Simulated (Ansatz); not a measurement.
A nudged elastic band was laid between two geometries of ClFGe2H4 + ClH (10 atoms, charge 0, multiplicity 1).

Computed with RHF/def2-SVP (Ansatz).

```json
{
  "movable images": "9",
  "climbing image": "yes",
  "spring": "5.0 eV/Å²",
  "optimiser": "quadratic models (default)",
  "start path": "through a guess of the saddle point",
  "force threshold": "0.05 eV/Å",
  "iteration limit": "60",
  "end points": "relaxed"
}
```

Initial state:

```xyz
10
Properties=species:S:1:pos:R:3
Ge -0.214 0.178 -0.168
H 0.091 0.323 1.318
Cl 1.621 0.549 -1.253
F -1.244 1.513 -0.550
Ge -1.297 -1.844 -1.022
H -2.438 -2.240 -0.078
H -1.852 -1.521 -2.412
H -0.264 -2.968 -1.109
Cl 1.294 -2.810 1.991
H 1.675 -2.012 2.906
```

Final state:

```xyz
10
Properties=species:S:1:pos:R:3
Ge 0.673 -0.470 -0.616
H -0.928 -0.470 3.110
Cl 1.632 0.246 -2.398
F 0.156 0.940 0.216
Ge -1.209 -1.964 -1.070
H -1.761 -2.449 0.268
H -2.254 -1.165 -1.847
H -0.676 -3.128 -1.902
Cl 2.180 -1.344 0.638
H -0.443 -1.027 3.226
```

Question: What changes between the two ends?

Answer: Bonds broken: Ge1–H2, Cl9–H10. Bonds formed: Ge1–Cl9, H2–H10. ClFGe2H4 + ClH becomes Cl2FGe2H3 + H2.

Question: Give the energies along the band, and the barrier.

Answer: It converged. The highest image is number 4 of 0 to 10, 214.6 kJ/mol above the first end and 250.5 kJ/mol above the last; the last end lies 35.9 kJ/mol below the first. A structure lower than the last end lies on the path between it and the top, so the climb from that side starts below the end, which may itself be a saddle point or a shallow side well. Neighbouring images differ by up to 1.6 eV, so the band resolves the path poorly. A vibrational analysis at the climbing image gives one clearly imaginary mode, 947i cm⁻¹: a first-order saddle point. The orbitals stay closed-shell, which can raise the energy where a bond breaks towards radicals; this wasn't checked here.

| image | path coordinate (Å) | energy (kJ/mol) | Ge1–H2 (Å) | Cl9–H10 (Å) | Ge1–Cl9 (Å) |
| --- | --- | --- | --- | --- | --- |
| 0 | 0.00 | 0.0 | 1.52 | 1.27 | 3.98 |
| 1 | 0.76 | 1.1 | 1.52 | 1.27 | 3.81 |
| 2 | 1.51 | 9.9 | 1.53 | 1.27 | 3.56 |
| 3 | 2.27 | 58.0 | 1.55 | 1.30 | 3.10 |
| 4 | 3.02 | 214.6 | 1.78 | 1.78 | 2.75 |
| 5 | 4.07 | 87.9 | 2.44 | 2.26 | 2.28 |
| 6 | 5.12 | -2.5 | 3.11 | 2.64 | 2.17 |
| 7 | 6.17 | -32.9 | 3.63 | 3.25 | 2.15 |
| 8 | 7.22 | -37.0 | 3.97 | 4.39 | 2.15 |
| 9 | 8.28 | -36.7 | 3.85 | 4.30 | 2.14 |
| 10 | 9.33 | -35.9 | 4.06 | 3.70 | 2.15 |

Question: What is the geometry of the highest image?

Answer: 
```xyz
10
Properties=species:S:1:pos:R:3
Ge 0.118 -0.253 -0.069
H 0.164 0.060 1.685
Cl 2.010 0.386 -0.784
F -0.792 1.222 -0.071
Ge -1.271 -2.069 -0.950
H -2.101 -2.556 0.229
H -2.155 -1.450 -2.036
H -0.310 -3.103 -1.508
Cl 1.186 -2.341 1.376
H 0.524 -0.728 1.752
```

Run time: 8.5 min on 4 threads of Arm Neoverse V1, on a shared host, peak memory 0.44 GiB.
